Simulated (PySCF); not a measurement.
Cl⁺ (chlorine, charge +1) across methods

[Ne] 3s2 3p3 3d1, high-spin 5D determinant (an excited configuration). Calculation: PySCF 2.14, in dyall-av3z (19s12p3d2f, 84 functions); scalar relativity by spin-free X2C-1e.

```tsv
method	E (hartree)	mean ε 3s β (eV)	mean ε 3p α (eV)	mean ε 3d α (eV)	Σ⟨r²⟩ (bohr²)	⟨S²⟩
r2SCAN	-460.5559	-31.922	-23.906	-5.942	24.14	6.001
UHF	-459.97337	-36.090	-30.097	-9.341	24.12	6.001
LDA	-459.0686	-32.220	-23.227	-5.756	24.39	6.000
revPBE	-460.5206	-31.774	-23.175	-5.852	24.21	6.000
M06-L	-460.5696	-31.943	-23.767	-5.704	24.18	6.002
wB97M-V	-460.5486	-36.333	-27.200	-8.632	24.38	6.000
PBE	-460.4093	-31.885	-23.194	-5.842	24.23	6.000
TPSSh	-460.6030	-32.398	-24.132	-6.257	24.07	6.001
PBE0	-460.4411	-33.364	-25.099	-6.800	24.11	6.000
```

The outer electron is Rydberg-like, and this basis confines it to a smaller radius and binds it less than a complete one would.
